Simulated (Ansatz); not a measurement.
Species: BaF, net charge 1, singlet state. 
Coordinates optimised at B3LYP-D3(BJ)/def2-TZVP (Ansatz, a quantum-chemistry and plane-wave program):
```
Ba
F 1 2.0944
```
Charge +1, spin multiplicity 1.

Basis-set convergence of Hartree-Fock and CCSD correlation energies (hartree) with Ansatz. Correlated levels leave the core frozen unless marked. Spin-orbit coupling is left out. Frozen are the shells of the preceding noble gas and the d and f shells that filled before the atom's block. The outer core of K, Ca and their heavier congeners is not correlated, a term that matters for these elements. Past Kr the def2 sets carry scalar-relativistic core potentials.

```
basis       functions       E(HF)  E(corr, CCSD)
----------  ---------  ----------  -------------
def2-SVP           44  -124.35032       -0.20765
def2-TZVPP         71  -124.50517       -0.27246
def2-QZVPP        117  -124.51432       -0.29722
```

Extrapolating the two largest sets (X = 3 and 4) as X^-3: E(corr) = (64·(-0.29722) - 27·(-0.27246))/37 = -0.3153 Eh, an estimate of the basis-set limit. The largest set recovers 94.3 % of it, the smallest 65.9 %.
